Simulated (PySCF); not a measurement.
A calculated (LDA, PySCF 2.14, cc-pVDZ-X2C, scalar relativity by spin-free X2C-1e) atom or ion has these occupied shells.

| shell | electrons | orbital energy (eV) | rms radius, mean of both spins (bohr) |
| --- | --- | --- | --- |
| 1s α | 1 | -37139.7 | 0.0292 |
| 1s β | 1 | -37139.7 | 0.0292 |
| 2s α | 1 | -5877.1 | 0.119 |
| 2s β | 1 | -5877.1 | 0.119 |
| 2p α | 3 | -5279.6 | 0.106 |
| 2p β | 3 | -5279.6 | 0.106 |
| 3s α | 1 | -1245.7 | 0.312 |
| 3s β | 1 | -1245.7 | 0.312 |
| 3p α | 3 | -1053.4 | 0.312 |
| 3p β | 3 | -1053.4 | 0.312 |
| 3d α | 5 | -770.48 | 0.289 |
| 3d β | 5 | -770.47 | 0.289 |
| 4s α | 1 | -249.44 | 0.716 |
| 4s β | 1 | -249.43 | 0.716 |
| 4p α | 3 | -187.17 | 0.763 |
| 4p β | 3 | -187.16 | 0.763 |
| 4d α | 5 | -96.111 | 0.862 |
| 4d β | 5 | -96.093 | 0.862 |
| 5s α | 1 | -39.958 | 1.74 |
| 5s β | 1 | -39.905 | 1.74 |
| 5p α | 3 | -24.934 | 2.04 |
| 5p β | 3 | -24.841 | 2.04 |
| 6s α | 1 | -8.108 | 4.64 |

Task: Name the element and its charge.

Result: Ba⁺ (barium, charge +1), in [Xe] 6s1, 2S determinant.
